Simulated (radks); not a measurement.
Species: Re23+. Configuration: [Kr] 4d10 4f6.

Method: Dirac Kohn-Sham, LB94 model potential, spin-unpolarised, spherical densities, finite nucleus; open shells fill j = l - 1/2 first; Fermi nuclear charge, rms radius 5.3698 fm; computed with a radial shooting solver on a logarithmic mesh with Libxc functionals.

Energy parts (eV):
| part | energy |
|---|---|
| kinetic | 509025.19 |
| electron-nucleus | -1087647.61 |
| Hartree | 138195.32 |
(The LB94 potential has no energy functional, so no total or exchange-correlation energy is given.)

Orbitals (lengths in bohr, moments of r in powers of bohr):
1s1/2: occ. 2; eigenvalue (eV) -72470.89; <r^4> 5.430e-07
2s1/2: occ. 2; eigenvalue (eV) -13148.44; <r^4> 0.00008070
2p1/2: occ. 2; eigenvalue (eV) -12623.84; <r^4> 0.00004835
2p3/2: occ. 4; eigenvalue (eV) -11172.79; <r^4> 0.00007138
3s1/2: occ. 2; eigenvalue (eV) -3587.061; <r^4> 0.002942
3p1/2: occ. 2; eigenvalue (eV) -3350.105; <r^4> 0.002583
3p3/2: occ. 4; eigenvalue (eV) -3034.511; <r^4> 0.003427
3d3/2: occ. 4; eigenvalue (eV) -2633.060; <r^4> 0.002310
3d5/2: occ. 6; eigenvalue (eV) -2564.447; <r^4> 0.002517
4s1/2: occ. 2; eigenvalue (eV) -1257.831; <r^4> 0.06078
4p1/2: occ. 2; eigenvalue (eV) -1158.000; <r^4> 0.06377
4p3/2: occ. 4; eigenvalue (eV) -1077.921; <r^4> 0.08167
4d3/2: occ. 4; eigenvalue (eV) -912.2600; <r^4> 0.08955
4d5/2: occ. 6; eigenvalue (eV) -896.4165; <r^4> 0.09596
4f5/2: occ. 6; eigenvalue (eV) -687.8566; <r^4> 0.1029
4f7/2: occ. 0; eigenvalue (eV) -684.0716; <r^4> 0.1058

The highest occupied level is 4f5/2 at -687.86 eV. The electron density at the nucleus is 1.546e+06 e/bohr^3. For comparison, the ionisation energy in NIST's Atomic Spectra Database is 720 eV (theoretical). In exact Kohn-Sham theory the highest level is minus the ionisation energy, but local and semilocal functionals leave it too shallow, through self-interaction and a potential that decays too fast; potentials with the right tail come closer. The density falls to 0.001 e/bohr^3 at r = 1.38 bohr.

Beside tabulated values, note that spin-unpolarised runs miss the spin-polarisation part of the exchange energy of open shells.
